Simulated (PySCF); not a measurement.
A structure optimised at B3LYP-D3(BJ)/def2-SVP, used in a PySCF frequency run:

```xyz
15

Al    -0.0188    -1.5308    -1.0000
H     -1.1642    -2.4837    -0.4660
H      1.0604    -1.9278    -2.0879
N      0.0548     0.1255    -0.3285
C      1.0415     1.1084    -0.7432
C     -0.8794     0.6088     0.6827
C     -0.2644     0.8197     2.0692
H      1.7153     1.4137     0.0793
H      0.5587     2.0303    -1.1251
H      1.6743     0.7051    -1.5490
H     -1.3350     1.5605     0.3397
H     -1.7079    -0.1143     0.7688
H      0.5368     1.5750     2.0545
H     -1.0294     1.1628     2.7843
H      0.1650    -0.1216     2.4489
```
Charge 0, spin multiplicity 1.

Problem. Write its SMILES and formula.

Solution. CC[N](C)[AlH2], C₃H₁₀AlN

Problem. What are its rotational constants (standard atomic weights)?

Solution. 5.7615, 2.5541, 1.9800 GHz
